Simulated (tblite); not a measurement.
Compound: C6H9N2P.
SMILES with atom numbers: `[CH3:1][N:2]([CH3:3])[c:4]1[cH:5][n:6][cH:7][cH:8][p:9]1` (hydrogens: H10, H11, H12 on C1; H13, H14, H15 on C3; H16 on C5; H17 on C7; H18 on C8)

A start from a force field or distance geometry was refined with GFN2-xTB geometry optimisation, gas phase (tblite 0.8.0). Values at the start:

| coordinate | start |
| --- | --- |
| C1–N2 | 1.446 Å |
| C1–H10 | 1.109 Å |
| C1–H11 | 1.092 Å |
| N2–C4 | 1.394 Å |
| C4–C5 | 1.433 Å |
| C4–P9 | 1.883 Å |
| C5–N6 | 1.367 Å |
| C5–H16 | 1.096 Å |
| N6–C7 | 1.357 Å |
| C7–C8 | 1.375 Å |
| C7–H17 | 1.093 Å |
| C8–P9 | 1.835 Å |
| C8–H18 | 1.083 Å |
| C1–N2–C4 | 121.4° |
| N2–C4–C5 | 123.8° |
| N2–C4–P9 | 120.3° |
| C3–N2–C4 | 119.8° |
| C4–C5–N6 | 132.1° |
| C5–C4–P9 | 115.9° |
| N6–C7–C8 | 128.7° |
| C7–C8–P9 | 122.4° |

Task: How do these coordinates change at the GFN2-xTB level?

Result: 
```csv
coordinate,GFN2-xTB (Å or °),change
C4–P9,1.772,-0.111
C8–P9,1.731,-0.104
C5–N6,1.313,-0.054
N6–C7,1.324,-0.033
N2–C4,1.363,-0.031
C4–C5,1.404,-0.029
C1–H10,1.087,-0.022
C5–H16,1.084,-0.012
C7–H17,1.085,-0.008
C1–N2,1.438,-0.008
C1–H11,1.096,+0.004
C7–C8,1.377,+0.002
C8–H18,1.083,0.000
C5–C4–P9,121.0,+5.1
C4–C5–N6,127.8,-4.3
C1–N2–C4,118.3,-3.1
N6–C7–C8,125.8,-2.9
N2–C4–C5,121.2,-2.6
N2–C4–P9,117.9,-2.4
C7–C8–P9,124.7,+2.3
C3–N2–C4,121.8,+2.0
```

The energy falls by 13.5 kcal/mol over 33 L-BFGS steps, the largest force on an atom goes from 2.77 to 0.006 eV/Å, and the atoms move by 0.122 Å rms after alignment. The bond that changes most is C4–P9 (ends: aromatic carbon bearing nitrogen; phosphorus bonded to 2 C), which shortens by 0.111 Å. Bonds longer at the end by more than 0.005 Å: 2 of 18; shorter: 13. Rotational constants go from 2524, 1069, 758.4 to 2621, 1174, 819.3 MHz.

Hardware: one thread, Arm Neoverse V1, no GPU (shared host).

GFN2-xTB frequencies show an imaginary mode (21i cm⁻¹), so the point is no minimum at that level.

Conformer computed: `[CH3:1][N:2]([CH3:3])[c:4]1[cH:5][n:6][cH:7][cH:8][p:9]1`: C1–N2–C4–C5 180°.
